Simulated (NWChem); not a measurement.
All runs are NWChem calculations. System: AlI3, charge 0, spin multiplicity 1, at a geometry optimised with PBE/def2-SVP with def2 effective core potentials on I. The structure started from a generated list of species. Level: LC-wPBE (omega 0.3 per bohr)/def2-TZVP with def2 effective core potentials on I.

Input file:

```
start mol
memory heap 200 mb stack 900 mb global 1100 mb
geometry units angstroms nocenter noautoz
  Al     0.000000     0.000000    -0.000008
  I      0.000000     0.000000     2.475026
  I     -2.143441     0.000000    -1.237512
  I      2.143441     0.000000    -1.237512
  symmetry group C2v
end
basis spherical
  * library def2-tzvp
end
ecp
  I library def2-ecp
end
dft
  xc xwpbe 1.00 cpbe96 1.0 hfexch 1.00
  cam 0.3 cam_alpha 0.00 cam_beta 1.00
  direct
  iterations 100
end
task dft energy
```

Output (cleaned and shortened):

```
             Northwest Computational Chemistry Package (NWChem) 7.3.0
             --------------------------------------------------------

                                NWChem Input Module
                                -------------------

 Scaling coordinates for geometry "geometry" by  1.889725989
 (inverse scale =  0.529177249)

 Turning off AUTOSYM since
 SYMMETRY directive was detected!

                             Geometry "geometry" -> ""
                             -------------------------

 Output coordinates in angstroms (scale by  1.889725989 to convert to a.u.)

  No.       Tag          Charge          X              Y              Z
 ---- ---------------- ---------- -------------- -------------- --------------
    1 Al                  13.0000     0.00000000     0.00000000    -0.00000800
    2 I                   53.0000     0.00000000     0.00000000     2.47502600
    3 I                   53.0000    -2.14344100     0.00000000    -1.23751200
    4 I                   53.0000     2.14344100     0.00000000    -1.23751200

 Effective nuclear repulsion energy (a.u.)    1482.1773157172

            Nuclear Dipole moment (a.u.)
            ----------------------------
        X                 Y               Z
 ---------------- ---------------- ----------------
     0.0000000000     0.0000000000     0.0000037795

      Symmetry information
      --------------------

 Group name             C2v
 Group number             16
 Group order               4
 No. of unique centers     3

      Symmetry unique atoms

     1    2    3


 Summary of "ao basis" -> "" (spherical)
 ------------------------------------------------------------------------------
       Tag                 Description            Shells   Functions and Types
 ---------------- ------------------------------  ------  ---------------------
 *                         def2-tzvp                  on all atoms

 Summary of "ao basis" -> "ao basis" (spherical)
 ------------------------------------------------------------------------------
       Tag                 Description            Shells   Functions and Types
[...]
              MO Center= -1.0D-13,  5.6D-14, -1.3D-05, r^2= 8.1D+00
   Bfn.  Coefficient  Atom+Function         Bfn.  Coefficient  Atom+Function
  ----- ------------  ---------------      ----- ------------  ---------------
    53      0.332786  2 I  px               105      0.288206  3 I  pz
   155     -0.288206  4 I  pz                47     -0.276085  2 I  px
    99     -0.239099  3 I  pz               149      0.239099  4 I  pz
    50      0.222399  2 I  px               102      0.192605  3 I  pz
   152     -0.192605  4 I  pz               103     -0.166395  3 I  px

 Vector   45  Occ=0.000000D+00  E=-1.032939D-02  Symmetry=a1
              MO Center=  5.5D-14, -2.6D-16, -3.0D-06, r^2= 7.4D+00
   Bfn.  Coefficient  Atom+Function         Bfn.  Coefficient  Atom+Function
  ----- ------------  ---------------      ----- ------------  ---------------
     5      1.063172  1 Al s                  4      0.572872  1 Al s
    58      0.342915  2 I  pz               106     -0.296975  3 I  px
   156      0.296975  4 I  px                 3     -0.279733  1 Al s
    43     -0.263595  2 I  s                 93     -0.263597  3 I  s
   143     -0.263597  4 I  s                 55      0.217976  2 I  pz

 Vector   46  Occ=0.000000D+00  E=-6.978597D-03  Symmetry=b2
              MO Center=  5.1D-14,  4.9D-16, -6.1D-06, r^2= 5.2D+00
   Bfn.  Coefficient  Atom+Function         Bfn.  Coefficient  Atom+Function
  ----- ------------  ---------------      ----- ------------  ---------------
    19      0.711617  1 Al py                16      0.479921  1 Al py
    57     -0.235137  2 I  py               107     -0.235139  3 I  py
   157     -0.235139  4 I  py                54     -0.130974  2 I  py
   104     -0.130975  3 I  py               154     -0.130975  4 I  py
    48      0.124092  2 I  py                98      0.124092  3 I  py

 Vector   47  Occ=0.000000D+00  E= 8.355474D-02  Symmetry=a1
              MO Center= -7.5D-11, -2.0D-16,  2.1D-02, r^2= 8.8D+00
   Bfn.  Coefficient  Atom+Function         Bfn.  Coefficient  Atom+Function
  ----- ------------  ---------------      ----- ------------  ---------------
    20      1.271034  1 Al pz                43     -0.678062  2 I  s
    58      0.577324  2 I  pz               106      0.413737  3 I  px
   156     -0.413737  4 I  px                17      0.389386  1 Al pz
    93      0.339069  3 I  s                143      0.339069  4 I  s
    40      0.177903  2 I  s                 39     -0.148983  2 I  s

 center of mass
 --------------
 x =   0.00000000 y =   0.00000000 z =   0.00000018

 moments of inertia (a.u.)
 ------------------
        4164.004773791214           0.000000000000           0.000000000000
           0.000000000000        8328.033583685097           0.000000000000
           0.000000000000           0.000000000000        4164.028809893884

     Multipole analysis of the density
     ---------------------------------

     L   x y z        total         alpha         beta         nuclear
     -   - - -        -----         -----         ----         -------
     0   0 0 0     -0.000000    -44.000000    -44.000000     88.000000

     1   1 0 0      0.000000      0.000000      0.000000      0.000000
     1   0 1 0      0.000000      0.000000      0.000000      0.000000
     1   0 0 1     -0.000007      0.000048      0.000048     -0.000102

     2   2 0 0    -68.980020   -444.657040   -444.657040    820.334059
     2   1 1 0     -0.000000     -0.000000     -0.000000      0.000000
     2   1 0 1      0.000000      0.000000      0.000000      0.000000
     2   0 2 0    -67.711168    -33.855584    -33.855584      0.000000
     2   0 1 1     -0.000000     -0.000000     -0.000000      0.000000
     2   0 0 2    -68.980063   -444.654693   -444.654693    820.329324

 Task  times  cpu:      242.6s     wall:      242.6s

 Total times  cpu:      242.6s     wall:      242.6s
```
